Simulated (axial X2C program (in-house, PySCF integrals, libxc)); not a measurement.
**RbTe⁺: cheaper levels and CCSD(T), two-component**

Computed with an axial X2C code built on PySCF integrals. Two-component (2c) means X2C with spin–orbit coupling and atomic mean-field two-electron Coulomb and Gaunt terms. Basis: Te dyall-cv3z [11s12p8d4f1g], Rb dyall-cv3z [12s13p8d4f1g] (cores contracted in-house); Gaussian nuclei, density fitting, unrestricted open shells. Masses: Te 129.906 u, Rb 84.912 u.

State: Ω = 1 (⟨Sz⟩ = 0.79, ⟨Lz⟩ = 0.21 at HF); fragments Te + Rb+.

| level | Re (Å) | ωe (cm⁻¹) | De (eV) |
| --- | --- | --- | --- |
| PBE0 | 3.788 | 61.6 | 0.255 |
| HF | 3.984 | 51.1 | n/a |
| MP2 | 3.810 | 61.3 | 0.199 |
| CCSD | 3.840 | 58.9 | 0.227 |
| r2SCAN0 | 3.796 | 63.1 | 0.324 |

Correlated methods: 14 electrons correlated (number of frozen shells: Te 4 s, 3 p, 2 d; Rb 3 s, 2 p, 1 d), 314 virtual spin orbitals or spinors in MP2, 90 natural virtuals in coupled cluster.

CCSD(T), same Hamiltonian and basis:

Re = 3.827 Å, ωe = 59.7 cm⁻¹, De = 0.21 eV; T1 = 0.007 (Lee–Taylor normalisation).

Question: Give the differences from CCSD(T) in the columns below.

Answer: 

```json
{"level": "PBE0", "ΔRe (Å)": "-0.039", "Δωe (cm⁻¹)": "1.9"}
{"level": "HF", "ΔRe (Å)": "0.157", "Δωe (cm⁻¹)": "-8.6"}
{"level": "MP2", "ΔRe (Å)": "-0.017", "Δωe (cm⁻¹)": "1.6"}
{"level": "CCSD", "ΔRe (Å)": "0.013", "Δωe (cm⁻¹)": "-0.8"}
{"level": "r2SCAN0", "ΔRe (Å)": "-0.031", "Δωe (cm⁻¹)": "3.4"}
```

The state is a single determinant with fixed occupations, the lowest that a limited PBE0 search found. Dissociation energies refer to the lowest single-determinant-based atoms at the same level and basis. De is not given where an atomic determinant may have missed its ground term or J level, or where the truncated virtual space spoils (T). Density functionals use the spin component along the axis (collinear). CCSD and (T) use frozen natural virtuals with an MP2 correction for the truncation; (T) itself is uncorrected, so its De runs slightly low. Other states lie close and PBE0, whose exact exchange favours high spin, may order them wrongly; the determinant shown need not be the ground state. The nearest other 2c determinant of the search, Ω = 2, lies 0.17 eV up at the distance of the search. Without a current term, density functionals place determinants with orbital angular momentum somewhat too high. With several unpaired electrons one determinant need not be a pure state. Open-shell Ω = 0 determinants with evenly filled partner blocks cannot be reached by this program, so the Ω shown need not be the lowest component. This is the Ω = 1 component of a π² triplet; the 0⁺ component is not one determinant and can lie lowest. With the outer-core shells frozen, correlated bond lengths of heavy atoms tend to come out a few hundredths of an ångström too long. The bond is weak, and without diffuse functions and with truncated virtuals even CCSD(T) can be tens of per cent off in De.
